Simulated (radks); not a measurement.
Problem. Numerical settings for the vanadium ion V2+, [Ar] 3d3. All-electron calculation, scalar-relativistic Kohn-Sham, SCAN, spin-unpolarised, spherical densities, finite nucleus; meta-GGA in the generalised Kohn-Sham scheme; Fermi nuclear charge, rms radius 3.6002 fm. Program: a radial shooting solver on a logarithmic mesh with Libxc functionals. The defaults (mesh step 0.008 in ln r, mesh end at 40 bohr or more with all orbitals vanishing there, Anderson mixing 0.5 over 9 steps, residual threshold near 1e-9 with the energy settled to 1e-9 hartree or 1e-11 of itself, here a cap of 82 iterations) give E = -948.491 hartree and 3d at -20.937 eV in 14 iterations. Run on one thread of a shared host, so times are rough (Arm Neoverse N1): 0.1 s of CPU time, 0.1 s wall, 14 iterations on 2189 mesh points. One setting is changed at a time: mesh step in ln r 0.08; mesh step in ln r 0.2; mesh step in ln r 0.005; mesh end (bohr) 20; mesh end (bohr) 8; residual threshold 1e-16; residual threshold 0.1; mixing 2.5; linear mixing, mixing 0.2; linear mixing, mixing 0.05; mixing history 3; iteration cap 2. Which runs fail to converge, and which converge to a wrong energy?

Solution. Not converged within the cap: mesh step in ln r 0.08; mesh step in ln r 0.2; residual threshold 1e-16; linear mixing, mixing 0.05; iteration cap 2. Settings that end as converged yet miss the energy by more than 1 mhartree: mesh step in ln r 0.005 (+0.00119 hartree); mesh end (bohr) 8 (+0.00122 hartree).
